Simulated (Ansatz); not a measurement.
`[SiH2]C#[C][GeH3]` radical. Total charge 0; spin multiplicity 2. Geometry: relaxed with PBE0-D4/def2-TZVP.

```xyz
9

Si    1.801   -1.611    1.328
C     0.626   -0.557    0.460
C    -0.245    0.077   -0.109
Ge   -1.587    1.084   -1.003
H     2.909   -2.044    0.442
H     2.289   -0.976    2.577
H    -2.865    0.240   -1.076
H    -1.088    1.418   -2.413
H    -1.841    2.369   -0.206
```

(1) What is the dipole moment at B3LYP/def2-TZVPP? (Estimate.)

(2) And with PBE, r2SCAN, ωB97M-V? (Estimate.)

(3) Give the Mulliken charges with B3LYP, r2SCAN, PBE in def2-TZVPP. (Best estimate.)

Results:

(1) Ansatz gave: 0.64 D, with components (-0.49, 0.29, -0.29) D in this frame, pointing from negative to positive charge.

(2) The calculation gave: PBE 0.65 D, r2SCAN 0.62 D, ωB97M-V 0.62 D.

(3) Computed: 
```tsv
atom	B3LYP	r2SCAN	PBE
Si1	0.20	0.28	0.16
C2	-0.28	-0.31	-0.23
C3	-0.02	-0.07	-0.03
Ge4	0.15	0.18	0.13
H5	-0.04	-0.05	-0.03
H6	-0.04	-0.05	-0.03
H7	0.01	0.00	0.01
H8	0.01	0.00	0.01
H9	0.01	0.00	0.01
```

B3LYP here is the variant with VWN-RPA as its local correlation; programs differ in this.
